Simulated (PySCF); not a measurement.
From computed data to an observable: chemical shift, span and skew from a shielding tensor

CH6BFO2Si, SMILES COB(F)O[SiH3]. Atoms are numbered in the order given.

```xyz
12

B      0.1441     0.6581     0.2386
F      0.4546     1.8661     0.7182
O     -0.8329     0.5055    -0.6891
C     -1.5825     1.5899    -1.2083
H     -1.2649     2.5495    -0.7720
H     -1.4522     1.6289    -2.3009
H     -2.6498     1.4295    -0.9901
O      0.8214    -0.4247     0.6918
Si     0.6048    -2.0274     0.2347
H     -0.7795    -2.4777     0.5552
H      1.5873    -2.8235     1.0168
H      0.8672    -2.1928    -1.2232
```

Geometry optimised at r2SCAN-D4/def2-SVP. The structure was generated by enumeration, and PubChem lists no compound with its InChIKey, so it may never have been made. Other conformers were not sampled.

GIAO shieldings from PySCF with PBE/pcSseg-1, non-relativistic, no solvent. The symmetric part of the tensor of F2 has the principal values 167.8, 326.5, 397.6 ppm. The same nucleus in CFCl3 has σ = 133.6 ppm at this level (PySCF, at its B3LYP-D3(BJ)/def2-TZVP geometry).

Work out the isotropic shielding, the ¹⁹F shift against CFCl3, the span and the skew.


σ(iso) = (σ11 + σ22 + σ33)/3 = 297.3 ppm. δ = σ(ref) − σ(iso) = 133.6 − (297.3) = -163.7 ppm.
Span Ω = σ33 − σ11 = 229.8 ppm. Skew κ = 3(σ(iso) − σ22)/Ω = -0.38. Tumbling in solution averages the tensor to δ; in a static solid the shielding alone would spread this spin-1/2 line over Ω.
